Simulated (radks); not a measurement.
Task: Radial electron density D(r) = 4 pi r^2 rho(r) of an atom or ion with 22 electrons. Calculated with a radial shooting solver on a logarithmic mesh with Libxc functionals: scalar-relativistic Kohn-Sham, PBE, spin-polarised, spherical densities, point nucleus.

```
   r/bohr * D(r) (the largest magnitude, 29.7, reaches the edge; | marks zero)
 0.005608 |    *
 0.006374 |     *
 0.007303 |       *
 0.008367 |         *
 0.009585 |           *
  0.01098 |              *
  0.01248 |                *
   0.0143 |                    *
  0.01638 |                        *
  0.01877 |                            *
  0.02133 |                                *
  0.02444 |                                     *
    0.028 |                                         *
  0.03208 |                                             *
  0.03675 |                                                *
  0.04177 |                                                 *
  0.04786 |                                                  *
  0.05483 |                                                 *
  0.06282 |                                              *
  0.07197 |                                           *
   0.0818 |                                        *
  0.09371 |                                      *
   0.1074 |                                     *
    0.123 |                                       *
   0.1409 |                                           *
   0.1602 |                                               *
   0.1835 |                                                    *
   0.2102 |                                                      *
   0.2409 |                                                     *
    0.276 |                                               *
   0.3136 |                                        *
   0.3593 |                              *
   0.4117 |                      *
   0.4717 |                 *
   0.5404 |                *
   0.6142 |                 *
   0.7036 |                    *
   0.8061 |                     *
   0.9236 |                    *
    1.058 |                  *
    1.203 |              *
    1.378 |          *
    1.579 |      *
    1.808 |    *
    2.055 |  *
    2.355 | *
    2.698 |*
    3.091 |*
    3.541 *
    4.025 *
    4.611 *
    5.283 *
    6.053 *
    6.934 *
    7.881 *
```

What is the nuclear charge?

Result: Z = 23. The innermost maximum, from 1s, lies near gamma/Z bohr with gamma = sqrt(1 - (Z/c)^2) = 0.986, here 0.0429 bohr (found: 0.0460), and its height grows with Z. The density is that of the vanadium ion V+ in [Ar] 3d4; the configuration itself is not fixed sharply by these data, and Z only to about a unit. D(r) has 3 maxima, at r = 0.0460, 0.215, 0.832 bohr, and minima at 0.103, 0.532 bohr, inside which lie 2.13, 10.51 electrons.
